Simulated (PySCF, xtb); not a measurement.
GeH3F, SMILES [F][GeH3].

Harmonic wavenumbers (cm⁻¹) from xtb with GFN2-xTB at its own minimum, in rising order: 500, 560, 560, 729, 782, 785, 1979, 2068, 2070.

**Question.** What does PBE0-D3(BJ)/def2-TZVP (PySCF) give at its own minimum? (Estimate from the structure and the level; the computed values follow.)

**Answer.** 636, 636, 699, 870, 870, 873, 2179, 2188, 2188. Paired by order, the mean absolute difference is 123 cm⁻¹ and the zero-point energies are 14.3 and 15.9 kcal/mol.
